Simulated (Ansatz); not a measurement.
System: C$_{5}$H$_{5}$S, charge 0, multiplicity 2. It need not be the lowest isomer of its formula. 
Structure (B3LYP-D3(BJ)/def2-TZVP (Ansatz, a first-principles code) minimum search):
```xyz
11

C     -2.3022    -0.1436    -0.0152
C     -0.8196    -0.2106     0.1447
C     -0.0426    -0.9840     0.9233
C      1.3579    -0.8242     0.8643
C      1.6693     0.1544    -0.0363
S      0.2602     0.8318    -0.7658
H     -2.6897     0.8442     0.2424
H     -2.7714    -0.8745     0.6420
H     -2.6059    -0.3633    -1.0407
H      2.0804    -1.3837     1.4380
H      2.6461     0.5170    -0.3138
```
Charge 0, spin multiplicity 2.

Computed values are from Ansatz. Cores are frozen in the correlated levels unless marked. UHF or UKS for open shells. No spin-orbit coupling. Non-relativistic. CBS(X,Y): correlation extrapolated as X^-3; Hartree-Fock from the larger set. The bracket is a focal-point correction in the basis named.

```yaml
atomisation energy De: 4744.6 kJ/mol at RI-MP2/CBS(cc-pV(T+d)Z,cc-pV(Q+d)Z)+[CCSD(T)-MP2]/cc-pV(T+d)Z
total_energy: -590.9400 Eh at RI-MP2/CBS(cc-pV(T+d)Z,cc-pV(Q+d)Z)+[CCSD(T)-MP2]/cc-pV(T+d)Z
dipole_moment: 0.25 D at wB97M-V/def2-TZVPD
T1 diagnostic: 0.039 at CCSD/cc-pV(T+d)Z
```

The UHF reference is spin-contaminated (<S^2> 0.38 over the pure value in the largest basis).
